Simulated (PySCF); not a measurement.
## `InChI=1S/C6H8F2O2/c1-5(10-2)3-6(5,8)4(7)9/h3H2,1-2H3/t5-,6-/m0/s1`

Geometry:
```json
{"atom": "C1", "x (Å)": "2.281", "y (Å)": "0.263", "z (Å)": "0.302"}
{"atom": "O2", "x (Å)": "1.411", "y (Å)": "0.002", "z (Å)": "-0.786"}
{"atom": "C3", "x (Å)": "0.063", "y (Å)": "0.159", "z (Å)": "-0.540"}
{"atom": "C4", "x (Å)": "-0.410", "y (Å)": "1.539", "z (Å)": "-0.148"}
{"atom": "C5", "x (Å)": "-0.810", "y (Å)": "-0.738", "z (Å)": "-1.350"}
{"atom": "C6", "x (Å)": "-0.627", "y (Å)": "-1.078", "z (Å)": "0.114"}
{"atom": "F7", "x (Å)": "0.198", "y (Å)": "-2.126", "z (Å)": "0.400"}
{"atom": "C8", "x (Å)": "-1.737", "y (Å)": "-0.920", "z (Å)": "1.051"}
{"atom": "O9", "x (Å)": "-2.669", "y (Å)": "-0.188", "z (Å)": "0.969"}
{"atom": "F10", "x (Å)": "-1.602", "y (Å)": "-1.723", "z (Å)": "2.135"}
{"atom": "H11", "x (Å)": "2.001", "y (Å)": "-0.321", "z (Å)": "1.183"}
{"atom": "H12", "x (Å)": "3.268", "y (Å)": "-0.045", "z (Å)": "-0.036"}
{"atom": "H13", "x (Å)": "2.300", "y (Å)": "1.327", "z (Å)": "0.556"}
{"atom": "H14", "x (Å)": "-0.071", "y (Å)": "2.249", "z (Å)": "-0.900"}
{"atom": "H15", "x (Å)": "-0.007", "y (Å)": "1.833", "z (Å)": "0.820"}
{"atom": "H16", "x (Å)": "-1.493", "y (Å)": "1.567", "z (Å)": "-0.094"}
{"atom": "H17", "x (Å)": "-1.788", "y (Å)": "-0.389", "z (Å)": "-1.645"}
{"atom": "H18", "x (Å)": "-0.318", "y (Å)": "-1.404", "z (Å)": "-2.042"}
```

Theory: GIAO B3LYP/pcSseg-1 magnetisability, rotational g tensor and spin-rotation constants, non-relativistic, gas phase in PySCF. Geometry: GFN2-xTB.

Q: Give the nuclear spin-rotation constants along the inertial axes (H = +C I·J) beside the isotropic shieldings.

A: Rotational constants 2.0285, 1.0614, 0.9113 GHz. A star marks the isotopologue with that one atom substituted, in its own axes.
```
atom  isotope  Caa (kHz)  Cbb (kHz)  Ccc (kHz)  mean (kHz)  σ (ppm)
  F7      19F      0.538      0.466      0.448       0.484    402.2
 F10      19F      4.328      2.743      1.146       2.739    123.7
 H11       1H     -0.015     -0.068     -0.085      -0.056     28.4
 H12       1H     -0.004     -0.050     -0.098      -0.051     27.9
 H13       1H     -0.182     -0.025     -0.040      -0.082     28.0
 H14       1H     -0.052     -0.065     -0.104      -0.074     30.3
 H15       1H     -0.226     -0.113      0.020      -0.106     30.0
 H16       1H     -0.054     -0.068     -0.097      -0.073     30.1
 H17       1H     -0.178     -0.035     -0.079      -0.097     30.3
 H18       1H     -0.187     -0.095     -0.019      -0.100     30.0
  C1     13C*      0.471      0.239      0.154       0.288    123.1
  O2     17O*     -0.179     -0.095     -0.099      -0.124    279.8
  C3     13C*      0.436      0.229      0.252       0.305    105.9
  C4     13C*      0.297      0.150      0.132       0.193    166.7
  C5     13C*      0.350      0.156      0.190       0.232    145.9
  C6     13C*      0.612      0.183      0.241       0.345     98.9
  C8     13C*      0.847      0.394      0.324       0.522      8.9
  O9     17O*     -0.822     -0.629     -0.195      -0.549    -97.3
```
For the geometry as given, no vibrational averaging.
